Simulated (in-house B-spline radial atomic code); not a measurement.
# Plasmons and hot-electron lifetimes in Al from the free-electron model

The electrons form a uniform gas at zero temperature with Lindhard's dielectric function (RPA). An added electron of energy E, from the band bottom, collides once per mean free path λ, with 1/λ = (1/πE) ∫dω ∫dq/q Im(−1/ε(q, ω)), in atomic (or effective) units, with ω up to E − E_F and q between √(2E) ∓ √(2(E − ω)); electron-hole pairs and the plasmon pole are integrated apart. No exchange between the two electrons.

Al: 3 valence electrons per atom, density 2.7 g/cm³, mass 26.98 u, so r_s = 2.07 bohr. Core levels, phonons and band structure are left out.

(1) Find E_F, the plasma energy, the screening length and the long-wave dispersion of the plasmon.

```csv
E − E_F (eV),λ (nm),share of plasmon losses,lifetime (fs),stopping (eV/nm)
0.585,274,0.00,132,0.00142
1.17,73.8,0.00,34.7,0.0105
2.34,21.2,0.00,9.53,0.0727
4.09,8.35,0.00,3.54,0.32
5.85,4.85,0.00,1.95,0.781
8.77,2.74,0.00,1.02,2.05
11.7,1.86,0.00,0.648,4.06
15.2,1.31,0.00,0.425,7.54
18.7,1.01,0.00,0.308,12
23.4,0.607,0.20,0.173,27.3
29.2,0.372,0.36,0.098,52.1
37.4,0.332,0.42,0.08,62
```

(2) Quinn and Ferrell's limit is τ = 263 r_s^(−5/2) (E − E_F)⁻² fs·eV². How far does it hold?

(3) From what energy can an electron emit a plasmon?

## Answers

(1) k_F = 1.91916/2.07 = 0.9271, E_F = k_F²/2 = 11.70 eV. ω_p = √(3/r_s³) = 0.5816 hartree = 15.83 eV. The Thomas-Fermi length is √(π/4k_F) = 0.920 bohr = 0.0487 nm. For small q, ω = ω_p + α q² with α = (3/5) E_F/ω_p = 0.4434; at q = 0.2739 this gives 16.73 eV, and the zero of ε lies at 16.76 eV. The plasmon meets the pair continuum ω = q k_F + q²/2 at q_c = 0.68475 = 0.74 k_F, 23.7 eV.

(2) The prefactor is 42.7 fs·eV². At 0.585 eV it gives 125 fs against 132, a ratio of 1.06; at 5.85 eV 1.25 against 1.95, a ratio of 1.56. The inverse square comes from the phase space of two final states near E_F; the formula is the limit of high density and small excess energy.

(3) It needs ω ≤ q v − q²/2 and a final state above E_F. On the computed dispersion this first holds at E − E_F = 23.0 eV, above ω_p = 15.8 eV, since a slow electron can only couple to plasmons of large q, which cost more.
